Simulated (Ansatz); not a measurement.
Mulliken charges of BrClFHHfO (`[OH][Hf]([F])([Cl])[Br]`) from r2SCAN/def2-TZVPP in Ansatz (PBE0-D4/def2-TZVP geometry).

| atom | x (Å) | y (Å) | z (Å) | charge (e) |
| --- | --- | --- | --- | --- |
| O1 | -1.005 | 1.032 | -0.259 | -0.441 |
| Hf2 | 0.249 | -0.352 | 0.003 | 1.093 |
| F3 | 0.107 | -1.580 | -1.431 | -0.325 |
| Cl4 | -0.221 | -1.473 | 2.005 | -0.272 |
| Br5 | 2.564 | 0.596 | 0.047 | -0.262 |
| H6 | -1.652 | 1.714 | -0.411 | 0.208 |

Task: By hand: the dipole of these point charges (1 e Å = 4.8032 D).

Result: Σ q r = (-0.275, 0.275, -0.061) e Å, of length 0.394 e Å = 1.89 D.

Task: How does the dipole of the full density compare? (Estimate.)

Result: Ansatz gave: (-0.416, 0.407, -0.116) e Å, 2.85 D; the point charges give 0.66 times that, at 2° from its direction.

Point charges leave out the atoms' own dipoles, such as those of lone pairs, and Mulliken's split depends on the basis, so the two needn't agree.
